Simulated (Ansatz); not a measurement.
Two structures of CH6GaN, singlet, reached by relaxing down either side of one saddle point (PBE0-D4/def2-TZVP). Energies are electronic, without zero-point energy. Computed with Ansatz 0.2.0 (basis: def2-TZVPP and def2-QZVPP); correlated methods freeze the cores. Filled d shells of the heavier atoms are correlated. The def2 sets are not built for correlating such inner shells, so the correlated values are less sure here. Extrapolation: Hartree–Fock as exp(−7.88 √X), correlation as X^−2.97. First:

Ga1  (-0.746, -0.040, -0.001)
N2  (-0.284, -0.448, 1.710)
C3  (0.691, 0.360, -1.276)
H4  (1.675, 0.295, -0.808)
H5  (-2.282, -0.045, -0.305)
H6  (0.662, -0.483, 2.049)
H7  (-0.947, -0.666, 2.434)
H8  (0.661, -0.338, -2.116)
H9  (0.569, 1.365, -1.687)
(Å)

Second:

Ga1  (-0.904, 0.038, -0.508)
N2  (0.119, -0.268, 1.353)
C3  (0.438, 0.372, -1.658)
H4  (1.101, -0.151, 1.127)
H5  (-2.377, -0.159, -0.076)
H6  (-0.127, 0.407, 2.068)
H7  (-0.010, -1.196, 1.741)
H8  (0.285, 0.577, -2.710)
H9  (1.476, 0.381, -1.337)
(Å)

Task: Which bonds change from the first to the second?

Result: CH₆GaN ([CH3][GaH][NH2]) → CH₃Ga ([CH2][GaH]) + NH₃ (still joined by a long Ga–N bond); bonds formed: N2–H4; bonds broken: C3–H4; bonds weakened to dative contacts: Ga1–N2.

Task: Give the saddle point's structure and its height above each. (Judge from chemistry; the value comes from the calculation.)

Result: The calculation gives: 2.982 eV above the first and 1.038 eV above the second (CCSD(T) at an estimated basis limit (MP2 extrapolated from triple and quadruple zeta, plus CCSD(T) − MP2 in triple zeta)).
```json
{"atom": "Ga1", "x (Å)": "-1.0816", "y (Å)": "0.1543", "z (Å)": "-0.3609"}
{"atom": "N2", "x (Å)": "0.1186", "y (Å)": "-0.2445", "z (Å)": "1.2463"}
{"atom": "C3", "x (Å)": "0.5786", "y (Å)": "0.2004", "z (Å)": "-1.2475"}
{"atom": "H4", "x (Å)": "0.8010", "y (Å)": "-0.2965", "z (Å)": "0.1707"}
{"atom": "H5", "x (Å)": "-2.5955", "y (Å)": "-0.1279", "z (Å)": "-0.1388"}
{"atom": "H6", "x (Å)": "0.3186", "y (Å)": "0.4102", "z (Å)": "1.9940"}
{"atom": "H7", "x (Å)": "0.0397", "y (Å)": "-1.1705", "z (Å)": "1.6502"}
{"atom": "H8", "x (Å)": "0.6914", "y (Å)": "-0.0453", "z (Å)": "-2.3019"}
{"atom": "H9", "x (Å)": "1.1291", "y (Å)": "1.1199", "z (Å)": "-1.0120"}
```

T1 diagnostic: at most 0.015. The restricted Hartree–Fock reference is unstable towards an unrestricted one at one or more of these structures.

Labels in which every atom is bracketed show which atoms are joined, not bond orders.

For scale, one of the runs: CCSD(T)/def2-TZVPP, 194 basis functions (an equivalent command: `ansatz run in.yaml --threads 4`). Hardware: 4 CPU threads, shared host. Wall time 50 s; peak host memory 2.2 GiB.
